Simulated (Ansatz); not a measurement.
Reaction (atomization): `C[S][Sn][SH]` → C• + 4 H• + 2 S• + Sn•

Calculated with Ansatz (gas phase, PBE0-D4/def2-TZVP geometries, no zero-point term in ΔE). CCSD(T)/CBS adds triple-zeta CCSD(T) − MP2 to the extrapolated MP2 energy (def2 sets, frozen cores). This one scheme is used for every species, atoms too. No spin–orbit coupling; open shells (•) take unrestricted orbitals. Spin–orbit coupling would lower the free atoms: a little for C, S; strongly for Sn. def2 core potentials past Kr. For Sn outer-core shells are correlated without core-valence functions, so the limit isn't a true one: a few kJ/mol of doubt a bond, and 10 to 20 or more in all where bonds break to atoms. One conformer a species, not always the lowest.

| species | CCSD(T)/CBS(def2) energy (Eh) |
| --- | --- |
| `C[S][Sn][SH]` | -1050.10903 |
| C• | -37.79194 |
| H• | -0.50000 |
| S• | -397.67955 |
| Sn• | -213.97081 |

Problem. Work out ΔE.

Solution. ΔE = 4 × (-0.50000) + 2 × (-397.67955) + (-37.79194) + (-213.97081) − (-1050.10903) = 0.98718 Eh = +2591.8 kJ/mol.

Largest T1 diagnostic among the species: 0.016.

In def2-TZVPP, CCSD(T) changes the Hartree–Fock value by +698.6 kJ/mol (the triples alone add +53.6 kJ/mol) and MP2 by +726.1 kJ/mol; breaking electron pairs costs correlation energy, which Hartree–Fock lacks. The D4 term adds +41.3 kJ/mol with B3LYP and +21.4 kJ/mol with PBE0; it sums over pairs of atoms, weighted by their polarisabilities, and B3LYP, whose exchange is more repulsive, gets the larger term. From PBE to PBE0 (25 % exact exchange), in def2-TZVPP and without D4, ΔE moves by −50.9 kJ/mol: exact exchange takes away binding that semilocal exchange gives to molecules.

B3LYP here is the variant with VWN-RPA as its local correlation; programs differ in this.

For atomizations the MP2-based limit and the directly extrapolated one differ by several kJ/mol either way, and by 10 to 25 for some Ge, Se and Sn compounds, so smaller differences from it don't rank the levels.
